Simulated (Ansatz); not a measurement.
An input meant for the cluster Li3N2⁻ (charge -1, singlet).

```yaml
crystal:
  periodic: [false, false, false]
  atoms:
    - {symbol: Li, position_ang: [0.089061, 1.069384, -0.255951]}
    - {symbol: Li, position_ang: [1.246115, -0.319632, 0.282708]}
    - {symbol: Li, position_ang: [-0.604478, -0.915267, 0.138640]}
    - {symbol: N, position_ang: [0.067307, -0.020233, 0.020909]}
    - {symbol: N, position_ang: [-0.619977, 0.216706, -0.190773]}
basis:
  gaussian: {orbitals: 6-31G}
total_charge: -1
hamiltonian: {xc: {name: LC-wPBE}}
```

```sh
$ ansatz run in.yaml --threads 4 --pin off --events-out ev --progress --plain --max-ram 3916MiB
```

It prints (some lines left out):

```
Functional definition: LC-wPBE
641 factors; integrals over basis functions are off by at most 9.8e-5 eV
306 factors; integrals over basis functions are off by at most 3.0e-5 eV
mean field evaluation 1: about -3525.3765 eV, gradient 5.0e1 eV
mean field evaluation 2: about -3527.4473 eV, gradient 4.3e1 eV
mean field evaluation 4: about -3531.7978 eV, gradient 1.7e0 eV
mean field evaluation 8: about -3531.7083 eV, gradient 8.9e-2 eV
mean field evaluation 16: about -3531.7085 eV, gradient 4.3e-4 eV
a density is far from that of the atoms, so the factors are made again for it
700 factors; integrals over basis functions are off by at most 1.4e-5 eV
306 factors; integrals over basis functions are off by at most 2.8e-5 eV
mean field -3531.70836098 eV, -129.7878883881 hartree, gradient 1.7e-5 eV, S^2 0.000000; 0 other end points of the search recorded, 0 dependent functions left out
reference -3531.70836098 eV, -129.7878883881 hartree; 12, 12 occupied and 33, 33 virtual orbitals, 700 factors
Total energy: -3531.70836098 eV, -129.7878883881 hartree
```

In this input the geometry is squeezed to about two thirds of its size. The run converged. The result belongs to that input, not to the species as meant.

LC-ωPBE has ω = 0.4 bohr⁻¹. The highest occupied level of an anion often lies above zero with these methods, and sets without diffuse functions describe the outer electron poorly. The restricted singlet is unstable towards broken spin symmetry at other levels; at RKS LC-ωPBE/6-31G this wasn't settled.
